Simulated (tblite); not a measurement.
C5H13ClOSi2.
SMILES with atom numbers: `[SiH3:1][CH2:2][C@@H:3]1[CH2:4][C@:5]1([Cl:6])[CH2:7][O:8][SiH3:9]` (hydrogens: H10, H11, H12 on Si1; H13, H14 on C2; H15 on C3; H16, H17 on C4; H18, H19 on C7; H20, H21, H22 on Si9)

Structure used (GFN2-xTB), in Å, numbered top down from 1:
```
atom  x, y, z in Å
Si1   -3.0825    0.8608    0.2422
C2    -1.1818    0.7657    0.1456
C3    -0.7172   -0.5834   -0.3375
C4    -0.6102   -1.7535    0.5997
C5     0.6308   -1.1402    0.0220
Cl6    1.4578   -2.0630   -1.2379
C7     1.6193   -0.3873    0.8778
O8     2.0725    0.7905    0.2961
Si9    2.6703    1.0745   -1.1880
H10   -3.4648    2.1982    0.6941
H11   -3.5642   -0.1443    1.1920
H12   -3.6496    0.5952   -1.0805
H13   -0.8000    1.5338   -0.5297
H14   -0.7530    0.9781    1.1244
H15   -1.0555   -0.8171   -1.3410
H16   -0.7983   -1.5880    1.6505
H17   -0.9040   -2.7312    0.2501
H18    2.4740   -1.0423    1.0971
H19    1.1482   -0.1161    1.8301
H20    1.6563    0.9093   -2.2323
H21    3.0301    2.4695   -0.9845
H22    3.8114    0.2101   -1.4917
```

All values are computed: GFN2-xTB (tblite) harmonic vibrations without scaling, gas phase. The method is semi-empirical: single wavenumbers can be off by several per cent or more. Modes of hydrogen on silicon can be 10 to 20 % off. One conformer, not necessarily the lowest.

Harmonic wavenumbers (cm⁻¹): 36.5, 47.4, 74.3, 96.6, 104.5, 146.6, 172.0, 200.0, 227.6, 275.3, 308.1, 369.5, 414.0, 491.0, 507.2, 542.5, 605.3, 630.4, 673.1, 753.8, 756.6, 760.0, 767.8, 786.1, 786.5, 794.4, 815.5, 830.2, 848.5, 876.8, 937.1, 954.3, 1027.7, 1047.4, 1072.0, 1136.8, 1141.2, 1159.6, 1191.3, 1234.3, 1241.3, 1305.9, 1334.4, 1398.5, 1464.4, 1472.1, 1476.0, 2226.4, 2256.9, 2262.4, 2270.1, 2277.8, 2331.8, 2886.3, 2923.2, 2972.7, 3003.3, 3034.3, 3080.9, 3101.8.

A = 1355, B = 592.2, C = 480.2 MHz; mass 180.019 u (most abundant isotopes); point group C1, symmetry number 1.

Question: What is the zero-point energy?

Answer: Half the sum of the wavenumbers: 34960 cm⁻¹ = 418.22 kJ/mol.

Question: Give the ideal-gas entropy at 350 K and 1 bar in the rigid-rotor, harmonic-oscillator model (classical rotation).

Answer: Translation 176.95, rotation 132.13, vibration 203.89: S = 513.0 J/(mol K).

Question: And Cp and H(350 K) − H(0)?

Answer: Cp = 233.03 J/(mol K), of which vibrations give 199.77 (their classical limit is 60 R = 498.9); H(350 K) − H(0) = 47.74 kJ/mol without the zero-point energy, 36.10 from vibrations.

Question: Which modes carry the vibrational entropy at 350 K?

Answer: 36.5 cm⁻¹: 24.09; 47.4 cm⁻¹: 21.93; 74.3 cm⁻¹: 18.21; 96.6 cm⁻¹: 16.05; 104.5 cm⁻¹: 15.40; 146.6 cm⁻¹: 12.65 J/(mol K); the other 54 give 95.56 together.

Question: Blend soft modes into free rotors: weight 1/[1 + (100 cm⁻¹/ν̃)⁴] for the oscillator and the rest for a rotor with moment μB/(μ + B), μ = h/(8π²ν), B = 10⁻⁴⁴ kg m². What vibrational entropy results?

Answer: 183.99 J/(mol K) in place of 203.89, which changes −T·S at 350 K by +6.97 kJ/mol.

Hindered rotation and anharmonicity are outside this model. Other conformers, if any are populated, would add a mixing term that is left out. The structure is chiral; the term R ln 2 for an equal mix with its mirror image is left out.

Hardware: an Arm Neoverse N1 with one thread, no GPU (shared host). Cost: 2.3 s. The figure is for the frequency step alone.
